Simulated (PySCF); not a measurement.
# Relaxation of triplet [PdF3]+

These are results of UPBE in PySCF with Pd def2-SVP with ECP28, F def2-SVP; scalar-relativistic core potentials, no spin–orbit coupling; density-fitted integrals, not measurements. A (50,194) grid was used.

A start at or just off a symmetric point, pushed along the force that breaks its symmetry, with no symmetry imposed:

Coordinates in bohr (charge 1 multiplicity 3):
```
Pd   -0.0306    0.0421   -0.0188
F     3.5227   -0.1469    0.0331
F    -1.7358    3.0323    0.0351
F    -1.6165   -3.1199    0.0365
```

Question: What forces act on the atoms at the start (eV/Å)?

Answer: 
```csv
atom,Fx,Fy,Fz
Pd1,0.28,-0.47,0.05
F2,-0.89,-0.61,-0.03
F3,-0.36,0.87,-0.01
F4,0.97,0.22,-0.02
```

Question: What does it relax to?

Answer: It ends at C2v with Pd–F 1.821 Å (×2), Pd–F 1.865 Å; F–Pd–F 97.3° (×2), F–Pd–F 165.4° (after a last refinement on a finer grid). The frequency run here used a shortcut that can spoil soft modes, so no verdict on minimum or saddle point is given. Other isomers or separated fragments may lie lower.

Question: How much energy is released, and in how many steps?

Answer: 64.0 kJ/mol in 12 steps.

With open d or f shells other occupations or spin states may lie lower.

The relaxation took about 2.2 core-minutes on a shared host.
